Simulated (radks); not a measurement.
Problem. These are the eigenvalues of the occupied orbitals of an atom or ion with whole-number occupations (Ry). All-electron calculation, Dirac Kohn-Sham, PBEsol, spin-unpolarised, spherical densities, finite nucleus; Fermi nuclear charge, rms radius of each element as measured or else 0.836 A^(1/3) + 0.57 fm. Program: a radial shooting solver on a logarithmic mesh with Libxc functionals.

orbital  eigenvalue
1s1/2     -2845.946
2s1/2     -454.3525
2p1/2     -428.6754
2p3/2     -398.3333
3s1/2     -98.52216
3p1/2     -87.68796
3p3/2     -81.77517
3d3/2     -62.77279
3d5/2     -61.50722
4s1/2     -21.24962
4p1/2     -17.26246
4p3/2     -16.00051
4d3/2      -9.45983
4d5/2      -9.24069
5s1/2      -4.53122
5p1/2      -3.42478
5p3/2      -3.22869

Which element is it, and in what charge state? The configuration may be excited. Open shells, if any, are shared by 2j + 1.

Solution. Z = 57, lanthanum, charge +3: La3+ in [Xe]. The list shows which subshells hold electrons but not how many an open one holds; the 1s level, -1423 hartree, gives Z - s = 53.3 by -(Z - s)^2/2, which with screening and relativity narrows Z to a few neighbours, and the depths of the outer levels then fix element, charge and occupations together.
